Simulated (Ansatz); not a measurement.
Reaction (formal exchange of groups at the Si–B bond): `C=C(O)B([SiH3])Cl` + `C[CH2][GeH3]` → `C[CH]([SiH3])[GeH3]` + `C=C(O)BCl`

Gas-phase electronic energies from Ansatz, PBE0-D4/def2-TZVP geometries. CCSD(T)/CBS is the MP2 limit (def2-TZVPP, def2-QZVPP) plus CCSD(T) − MP2 in def2-TZVPP, frozen cores. DFT in def2-TZVPP. B3LYP here is the variant with VWN-RPA as its local correlation; programs differ in this. For Ge outer-core shells are correlated without core-valence functions, which leaves a few kJ/mol of doubt a bond. Scalar relativity is left out up to krypton. Each species was taken in one conformer, which may not be the lowest.

```csv
level,ΔE (kJ/mol),difference from CCSD(T)/CBS
PBE-D4,-9.1,9.9
r2SCAN-D4,-14.4,4.6
PBE0-D4,-12.7,6.3
ωB97X-V,-15.9,3.1
ωB97M-V,-20.5,-1.5
B2PLYP,-17.2,1.8
PBE,-7.7,11.3
B3LYP,-12.7,6.3
CCSD/def2-TZVPP,-18.7,0.3
CCSD(T)/def2-TZVPP,-18.6,0.4
HF/def2-QZVPP,-21.1,-2.1
MP2/def2-QZVPP,-25.9,-6.9
SCS-MP2/def2-QZVPP,-24.1,-5.1
HF/CBS(def2),-21.2,-2.2
MP2/CBS(def2),-25.8,-6.8
CCSD/CBS(def2),-19.2,-0.2
CCSD(T)/CBS,-19.0,0
```

Largest T1 diagnostic among the species: 0.014.

From PBE to PBE0 (25 % exact exchange), in def2-TZVPP and without D4, ΔE moves by −3.9 kJ/mol.
